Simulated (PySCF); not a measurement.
A PySCF script (with the pyscf-properties extension) for the NMR shieldings of SMILES C[C@@](C=O)(CC#N)[SiH2]N, C₅H₁₀N₂OSi, on a GFN2-xTB geometry:

```python
import basis_set_exchange as bse
import numpy as np
from pyscf import gto, dft
from pyscf.prop import nmr

atoms = """
C    -0.811093   -0.134263    1.368821
C    -0.359018   -0.286329   -0.079457
C     0.029805   -1.674234   -0.390505
O     0.563739   -2.442374    0.373571
C    -1.431405    0.219488   -1.050650
C    -1.704309    1.619404   -0.862583
N    -1.924329    2.730486   -0.707178
Si    1.311482    0.682891   -0.338572
N     2.372403   -0.043669    0.784095
H    -1.755450   -0.656994    1.528761
H    -0.069975   -0.563303    2.037047
H    -0.950570    0.913736    1.623895
H    -0.135711   -1.969937   -1.448642
H    -2.369369   -0.327940   -0.896846
H    -1.114107    0.070680   -2.087615
H     1.092409    2.070102    0.047582
H     1.640986    0.575214   -1.769781
H     3.328435    0.254098    0.869975
H     2.276272   -1.027805    0.990621
"""
names = dict.fromkeys(["C", "O", "N", "Si", "H"], "pcSseg-1")
basis = {el: gto.basis.parse(bse.get_basis(n, elements=[el], fmt="nwchem")) for el, n in names.items()}
mol = gto.M(atom=atoms, basis=basis, charge=0, verbose=0)
mf = dft.RKS(mol, xc="PBE0")
mf.grids.level = 2
mf.grids.alignment = dft.numint.BLKSIZE   # the property module wants whole blocks of grid points
mf.conv_tol = 1e-9
mf.kernel()

calc = nmr.RKS(mf)   # GIAO
C = mf.mo_coeff
Co = C[:, mf.mo_occ > 0]
resp = mf.gen_response(singlet=True, hermi=2)
def vind(x):   # induced exchange potential for any number of trial vectors
    d = np.einsum("pi,xij,qj->xpq", C, 2 * x.reshape(-1, C.shape[1], Co.shape[1]), Co, optimize=True)
    return np.einsum("xpq,pi,qj->xij", resp(d - d.transpose(0, 2, 1)), C, Co, optimize=True).ravel()
mo1, _ = nmr.rhf.solve_mo1(calc, with_cphf=vind)
sigma = calc.kernel(mo1)
for i, s in enumerate(sigma):   # ppm
    print("%2d %-2s %9.2f" % (i, mol.atom_pure_symbol(i), np.trace(s) / 3))
```

Question: What does it print?

Answer: 
```
 0 C     168.49
 1 C     140.74
 2 C     -23.36
 3 O    -335.29
 4 C     164.57
 5 C      64.53
 6 N     -40.26
 7 Si    386.70
 8 N     266.30
 9 H      30.90
10 H      29.20
11 H      30.06
12 H      21.82
13 H      29.21
14 H      28.79
15 H      26.77
16 H      26.86
17 H      31.72
18 H      30.73
```

These numbers come from an equivalent density-fitted implementation of the same equations, which agrees with the script to about 0.01 ppm for H and up to a few tenths of a ppm for heavy atoms, so last digits may differ.

Question: Turn these shieldings into chemical shifts. δ = σ(ref) − σ, references computed at the same level: TMS for 13C (σref 186.93), 29Si (σref 349.16), 1H (σref 31.72); H2O for 17O (σref 336.08); 15N (σref 267.73) vs NH3.

Answer: Averaging equivalent atoms: C 2: 210.3; C 5: 122.4; C 1: 46.2; C 4: 22.4; C 0: 18.4; O 3: 671.4; N 6: 308.0; N 8: 1.4; Si 7: -37.5; H 12: 9.90; H 15: 4.95; H 16: 4.86; H 14: 2.92; H 13: 2.51; H 9/10/11: 1.66; H 17/18: 0.49 ppm. Unscaled 17O shifts of doubly bonded oxygen tend to come out too high, by tens of ppm or more. Experimental scales use liquid or dissolved standards, which lie at an offset from isolated NH3 (liquid NH3: subtract about 20 ppm) and H2O (liquid H2O: subtract about 36 ppm). Unscaled 15N shifts of sp2 nitrogen come out 20 to 40 ppm too high even then.

Size and cost of the density-fitted run: 210 basis functions, 72 s wall time on 1 thread of an Arm Neoverse N1, shared host; peak memory 1 GiB.
